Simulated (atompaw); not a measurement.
## Before and after: PAW (atompaw) potential for iodine

* Element: I (Z = 53)
* Generator: atompaw 4.2.0.5
* Type: PAW
* Functional: LDA (PW92)
* Relativity: scalar-relativistic
* Frozen core: [Ar] 3d10
* Valence charge: 25
* Reference configuration: 4s2 4p6 4d10 5s2 5p5
* Partial waves: 4s (bound): rc 1.10 bohr; 5s (bound): rc 1.50 bohr; 4p (bound): rc 1.15 bohr; 5p (bound): rc 1.50 bohr; 4d (bound): rc 1.50 bohr; 4d channel at -3.35 Ry: rc 1.50 bohr
* Local potential: bessel scheme, radius 1.20 bohr
* Core correction: smooth core density matched at 0.95 bohr
* Augmentation charge: besselshape compensation charge, radius 1.45 bohr; PAW radius 1.50 bohr; waves and projectors: custom polynom gramschmidtortho

All-electron outer shells of the reference configuration (LDA (PW92), scalar-relativistic, ld1.x):

```tsv
shell	level (eV)	outermost node (bohr)	outermost maximum (bohr)
3p	-858.91	0.13	0.28
3d	-606.21	–	0.23
4s	-180.16	0.37	0.68
4p	-127.34	0.37	0.72
4d	-50.33	0.35	0.78
5s	-17.65	0.88	1.70
5p	-7.24	0.96	2.02
```

Change: local potential troulliermartins scheme with l = 3 at 0 Ry, radius 1.20 bohr.

Cutoffs: the cutoffs (Ry, on a coarse ladder) from which the occupation-weighted sum of valence levels, in a spherical-Bessel basis at the reference potential, stays within 10 and 1 mRy of its value at 400 Ry; they do not see the model core or the augmentation charge, which bear on the density cutoff.

Problem. What does the change do?

Solution. The potential gets neither clearly harder nor softer (90 Ry and 160 Ry → 90 Ry and 160 Ry); the range in which the s phases agree narrows (upper end at the end of the scan → 0.8); the range in which the p phases agree narrows (upper end at the end of the scan → 2.2); neither file shows a bound ghost.

| quantity | base | changed |
| --- | --- | --- |
| cutoff, loose | 90 Ry | 90 Ry |
| cutoff, tight | 160 Ry | 160 Ry |
| bound ghosts | none | none |
| s: phases at 1.50 bohr within 0.05 rad from the reference energy up to (Ry; the scan ends near 5) | to the end of the scan | 0.8 |
| p: phases at 1.50 bohr within 0.05 rad from the reference energy up to (Ry; the scan ends near 5) | to the end of the scan | 2.2 |
| d: phases at 1.50 bohr within 0.05 rad from the reference energy up to (Ry; the scan ends near 5) | to the end of the scan | to the end of the scan |
| lowest overlap eigenvalue by channel | s 0.56, p 0.61, d 0.93 | s 0.53, p 0.61, d 0.91 |

 The cutoffs see the waves, projectors and local potential, not the compensation charge or the core.
